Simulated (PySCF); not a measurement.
Level of theory: M06-2X/def2-TZVP // B3LYP-D3(BJ)/def2-SVP (PySCF). All species are isolated molecules in the gas phase. One relaxed conformer stands for a flexible species; it need not be the lowest. 

Reference species (SMILES): `C[O][SnH]([O]C)[O]C` (neutral, multiplicity 1).

| Property | Value |
|---|---|
| HOMO–LUMO gap | 9.35 eV |
| S1 oscillator strength | 0.007 |

Changed species: `[O](C)[Sn]([O]C)([O]C)[O]C` (0 of 4 OCH3 replaced by H; the reference has 1 of 4 OCH3 replaced by H).

Predict the effect on the HOMO–LUMO gap and S1 oscillator strength.

the HOMO–LUMO gap decreases by 0.52 eV, to 8.83 eV; the S1 oscillator strength is nearly the same.
